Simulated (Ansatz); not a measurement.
Gas-phase electronic energies from Ansatz, PBE0-D4/def2-TZVP geometries. CCSD(T)/CBS adds triple-zeta CCSD(T) − MP2 to the extrapolated MP2 energy (def2 sets, frozen cores). This one scheme is used for every species. DFT in def2-TZVPP. For Ge, Se outer-core shells are correlated without core-valence functions, which leaves a few kJ/mol of doubt a bond. Scalar relativity is left out up to krypton. Each species was taken in one conformer, which may not be the lowest.

Reaction (hydrogenolysis of the Se–Ge bond): `C[O][GeH]([Cl])[SeH]` + H₂ → H₂Se + `C[O][GeH2][Cl]`

| level | ΔE (kJ/mol) |
| --- | --- |
| ωB97M-V | 54.6 |
| PBE0 | 50.1 |
| MP2/def2-TZVPP | 65.1 |
| CCSD(T)/def2-TZVPP | 53.6 |

Task: What does CCSD(T)/CBS give? (Estimate.)

Result: The calculation gave: +57.5 kJ/mol. The listed levels differ from it by -2.9, -7.4, 7.6, -3.9 kJ/mol.

Largest T1 diagnostic among the species: 0.011.

In def2-TZVPP, CCSD(T) changes the Hartree–Fock value by +25.6 kJ/mol (the triples alone add +6.6 kJ/mol) and MP2 by +37.1 kJ/mol. The D4 term adds +15.1 kJ/mol with B3LYP and +8.3 kJ/mol with PBE0; it sums over pairs of atoms, weighted by their polarisabilities, and B3LYP, whose exchange is more repulsive, gets the larger term. From PBE to PBE0 (25 % exact exchange), in def2-TZVPP and without D4, ΔE moves by −4.3 kJ/mol.

B3LYP here is the variant with VWN-RPA as its local correlation; programs differ in this.
